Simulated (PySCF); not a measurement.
Gas-phase reaction: Ge2O2 + 4 F2 = 2 GeF4 + O2

Computed with PySCF and rigid-rotor harmonic-oscillator thermochemistry at 1 bar. † marks an energy on the PBE0/def2-TZVP geometry and frequencies; other levels use their own. MP2 and CCSD(T) freeze the core. 6-31G* has spherical d functions here. Open shells (unrestricted): O2 (multiplicity 3); the rest are closed-shell singlets. Ge: all electrons, no relativistic terms. Ge2O2: computed as isolated molecules; such fragments, hydroxides, amides, oligomers or adducts are transient or little studied in the gas. MP2 isn't extrapolated to the basis-set limit. CCSD(T) isn't extrapolated to the basis-set limit.

```tsv
level	ΔH°(298 K), kJ
CCSD(T)/def2-TZVPP†	-2159
HF/6-31G*	-2376
HF/def2-TZVP†	-2462
M06-2X/def2-TZVP†	___
MP2/def2-TZVPP†	___
PBE0/def2-SVP†	___
r2SCAN/def2-TZVP†	___
ωB97M-V/def2-TZVP†	-2120
```

Q: Some entries are withheld; supply them.

A: 
- M06-2X/def2-TZVP†, ΔH°(298 K), kJ: -2279
- MP2/def2-TZVPP†, ΔH°(298 K), kJ: -2266
- PBE0/def2-SVP†, ΔH°(298 K), kJ: -2121
- r2SCAN/def2-TZVP†, ΔH°(298 K), kJ: -2170
